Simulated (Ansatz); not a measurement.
CH7ClOSi2 can be A, `OC([SiH3])[SiH2]Cl`, or B, `[SiH3]CO[SiH2]Cl`.

Calculated with Ansatz (gas phase, PBE0-D4/def2-TZVP geometries, no zero-point term in ΔE). CBS: MP2 limit from def2 TZ/QZ plus the TZ coupled-cluster correction, frozen cores. DFT in def2-TZVPP. B3LYP here is the variant with VWN-RPA as its local correlation; programs differ in this. One conformer a species, not always the lowest.

A:

```xyz
12

O     1.664   -0.537   -0.164
C     0.284   -0.294   -0.430
Si   -0.724   -1.434    0.693
Si   -0.154    1.516   -0.185
Cl    1.271    2.594   -1.228
H     2.188    0.112   -0.648
H     0.020   -0.561   -1.467
H    -0.392   -2.853    0.413
H    -0.450   -1.124    2.118
H    -2.165   -1.194    0.407
H    -1.488    1.843   -0.743
H    -0.055    1.931    1.234
```

B:

Z-matrix (Å, degrees):
```
Si
C 1 1.890
H 1 1.485 2 109.8
H 1 1.488 2 108.4 3 -119.6
H 1 1.484 2 109.9 3 120.7
O 2 1.425 1 108.9 3 -60.6
H 2 1.098 1 109.9 3 61.0
H 2 1.097 1 110.1 3 178.5
Si 6 1.630 2 123.3 1 172.3
Cl 9 2.056 6 110.8 2 62.3
H 9 1.474 6 106.8 2 -179.3
H 9 1.482 6 111.0 2 -55.3
```

Which isomer does CCSD(T)/CBS put lower? Give the gap. (Best estimate.)

Ansatz gave: B, by 105.7 kJ/mol.

Give E(B) − E(A) in kJ/mol with r2SCAN-D4, CCSD/def2-TZVPP, B2PLYP, CCSD(T)/def2-TZVPP, B3LYP, ωB97M-V, B3LYP-D4. (An estimate is asked.)

The calculation gave: r2SCAN-D4 -103.6, CCSD/def2-TZVPP -110.5, B2PLYP -112.5, CCSD(T)/def2-TZVPP -107.0, B3LYP -112.5, ωB97M-V -104.2, B3LYP-D4 -108.0. None reverses the order clearly.

Largest T1 diagnostic: 0.011.

In def2-TZVPP, CCSD(T) changes the Hartree–Fock value by +24.0 kJ/mol (the triples alone add +3.5 kJ/mol) and MP2 by +22.4 kJ/mol. The D4 term adds +4.5 kJ/mol with B3LYP and +2.2 kJ/mol with PBE0; it sums over pairs of atoms, weighted by their polarisabilities, and B3LYP, whose exchange is more repulsive, gets the larger term.
